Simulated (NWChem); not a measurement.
CH3F3Zr; SMILES [F][Zr]([F])([F])[CH3]

Program: NWChem. STO-3G and 3-21G are far too small for this property and stand as cheap habits. The geometry was optimised at PBE0/def2-SVP. Not confirmed as a minimum by frequencies. def2 effective core potentials on Zr; no spin-orbit coupling. Field at 589 nm.

For level B3LYP/STO-3G (all-electron, non-relativistic):

* **isotropic polarisability (bohr³)**: 25.7
* **anisotropy (bohr³)**: 8.3

Problem. What are these values for level B3LYP/def2-SVP (core potentials)?

Solution. The isotropic polarisability (bohr³) is 44.4. The anisotropy (bohr³) comes out as 15.8.
